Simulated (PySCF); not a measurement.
**Electronic absorption of diethoxymethane**

Compound: diethoxymethane, C5H12O2.
InChI=1S/C5H12O2/c1-3-6-5-7-4-2/h3-5H2,1-2H3

Level of theory: TDDFT PBE0/def2-SVPD, vertical, gas phase, core orbitals frozen in the response (PySCF). One conformer (not necessarily the lowest) at the PBE0-D3(BJ)/def2-SVP geometry, without solvent, vibrations or thermal averaging. Torsions of this conformer, `[CH3:1][CH2:2][O:3][CH2:4][O:5][CH2:6][CH3:7]`: C1–C2–O3–C4 87°, C2–O3–C4–O5 67°, O3–C4–O5–C6 68°, C4–O5–C6–C7 88°.

```json
{"state": "S1", "λ (nm)": "168.3", "E (eV)": "7.37", "f": "0.029", "|μ| (D)": "1.02", "symmetry": "B", "main configurations (H = HOMO, L = LUMO)": "H→L (96%)"}
{"state": "S2", "λ (nm)": "165.0", "E (eV)": "7.52", "f": "0.0083", "|μ| (D)": "0.54", "symmetry": "A", "main configurations (H = HOMO, L = LUMO)": "H-1→L (93%)"}
{"state": "S3", "λ (nm)": "155.8", "E (eV)": "7.96", "f": "0.0049", "|μ| (D)": "0.40", "symmetry": "B", "main configurations (H = HOMO, L = LUMO)": "H-2→L (89%)"}
{"state": "S4", "λ (nm)": "154.5", "E (eV)": "8.02", "f": "0.0030", "|μ| (D)": "0.31", "symmetry": "A", "main configurations (H = HOMO, L = LUMO)": "H→L+1 (80%), H→L+3 (11%)"}
{"state": "S5", "λ (nm)": "154.2", "E (eV)": "8.04", "f": "0.0068", "|μ| (D)": "0.47", "symmetry": "B", "main configurations (H = HOMO, L = LUMO)": "H→L+2 (87%)"}
{"state": "S6", "λ (nm)": "152.0", "E (eV)": "8.16", "f": "0.014", "|μ| (D)": "0.67", "symmetry": "B", "main configurations (H = HOMO, L = LUMO)": "H-1→L+1 (84%)"}
{"state": "S7", "λ (nm)": "151.8", "E (eV)": "8.17", "f": "0.0071", "|μ| (D)": "0.48", "symmetry": "A", "main configurations (H = HOMO, L = LUMO)": "H-1→L+2 (85%)"}
{"state": "S8", "λ (nm)": "148.5", "E (eV)": "8.35", "f": "0.018", "|μ| (D)": "0.76", "symmetry": "A", "main configurations (H = HOMO, L = LUMO)": "H→L+3 (83%)"}
{"state": "S9", "λ (nm)": "146.5", "E (eV)": "8.46", "f": "0.012", "|μ| (D)": "0.62", "symmetry": "B", "main configurations (H = HOMO, L = LUMO)": "H-1→L+3 (82%)"}
{"state": "S10", "λ (nm)": "144.9", "E (eV)": "8.55", "f": "0.0009", "|μ| (D)": "0.17", "symmetry": "–", "main configurations (H = HOMO, L = LUMO)": "H-2→L+1 (87%), H-3→L (9%)"}
```

Triplets, Tamm–Dancoff:

```tsv
state	E (eV)	λ (nm)	main configurations (H = HOMO, L = LUMO)
T1	7.28	170.4	H→L (93%)
T2	7.40	167.6	H-1→L (89%)
T3	7.81	158.7	H-2→L (82%), H→L+2 (11%)
T4	7.93	156.4	H→L+1 (59%), H→L+3 (18%), H-1→L+2 (14%)
```

The lowest singlet comes at 168 nm (711 kJ/mol) in the vacuum ultraviolet; it is weak; its leading configuration is HOMO→LUMO (96%). The lowest level is also the most intense of those listed (f = 0.029). S6/S7 lie within about 0.01 eV of each other. Löwdin shares by element: HOMO oxygen 68%, carbon 10% or more (atoms not listed hold the other 22%); LUMO carbon 40% or more (atoms not listed hold the other 60%). Orbital energies (eV): HOMO-3 -9.40, HOMO-2 -8.38, HOMO-1 -7.94, HOMO -7.80, LUMO 0.69, LUMO+1 1.17, LUMO+2 1.35. Weighted by f, the mean energy of these states is 7.94 eV. Of the 10 states listed, 4 reach f = 0.01 and none stays under 0.0005. No computed singlet lies in the visible range (380 to 750 nm); the lowest, at 168 nm, stands 4.10 eV above its violet end (3.26 eV). All these states lie below the vertical ionisation energy of 9.74 eV (ΔSCF). Symmetry labels in C2 follow from the direction of the transition dipole and are given only for states with f of 0.002 or more. Only the lowest 10 singlets were computed, as vertical energies without vibronic structure.

Time: 4.7 min wall. Hardware: x86-64 server, one thread, on a shared host.
